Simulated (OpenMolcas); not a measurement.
Ta3+ (d2) in a complex was computed by SS-CASPT2, IPEA 0.25 Eh, imaginary shift 0.1 Eh with the d shell active (OpenMolcas, ANO-RCC-VDZP on the metal). Its lowest spin-free states, and all those of the highest spin:

```json
{"2S+1": "3", "Degeneracy": "2", "E (cm-1)": "0"}
{"2S+1": "3", "Degeneracy": "1", "E (cm-1)": "2350"}
{"2S+1": "1", "Degeneracy": "2", "E (cm-1)": "7300"}
{"2S+1": "1", "Degeneracy": "1", "E (cm-1)": "8340"}
{"2S+1": "1", "Degeneracy": "2", "E (cm-1)": "11770"}
{"2S+1": "1", "Degeneracy": "1", "E (cm-1)": "21050"}
{"2S+1": "3", "Degeneracy": "2", "E (cm-1)": "27750"}
{"2S+1": "3", "Degeneracy": "1", "E (cm-1)": "30230"}
{"2S+1": "3", "Degeneracy": "2", "E (cm-1)": "34750"}
{"2S+1": "1", "Degeneracy": "2", "E (cm-1)": "36140"}
{"2S+1": "3", "Degeneracy": "1", "E (cm-1)": "37260"}
{"2S+1": "1", "Degeneracy": "1", "E (cm-1)": "38960"}
{"2S+1": "3", "Degeneracy": "1", "E (cm-1)": "59610"}
```

Task: Is the site octahedral, tetrahedral or cube-like, axial, or of lower symmetry?

Result: The states with 2S+1 = 3 have orbital degeneracies 2, 1, 2, 1, 2, 1, 1. There are pairs but no triples, so the site is axial: not cubic, but with a proper or improper axis of order three or more. The run had Ta3+ with 6 ligands (fluoride) in trigonal antiprismatic coordination (D3d) at 2.03 Å, a polar angle of 59.7° against the regular 54.74°. A charge of +0.5 e stands 2.6 Å behind each ligand. Ligand basis ANO-RCC-VDZP.

Roots that are degenerate in the reference are averaged as groups; the widest CASPT2 spread within a group is 54 cm-1 (the 2-fold group of multiplicity 1 near 11800 cm-1 above the lowest state of its run). Shifts and gaps below about the spread of the groups concerned are not significant. Over all roots computed the reference weight is 0.73 to 0.74; a low but even weight reflects the number of correlated electrons. An orbital doublet at a regular site is open to a Jahn-Teller distortion, which this geometry leaves out. The least metal-like active orbital is 79 % on the metal (Löwdin) and no ligand orbital is active, so the numbers are rough. Ligand-to-metal charge-transfer states are missing. With no ligand orbital active B as a rule stays too high, so bands that hang on it stand too high and its fall with covalency is understated. With one d shell and no ligand orbital active, 10Dq can be off by a tenth or more. No measured value stands beside these numbers; the geometry is a model, was not optimised and need not be the one that this ion takes.
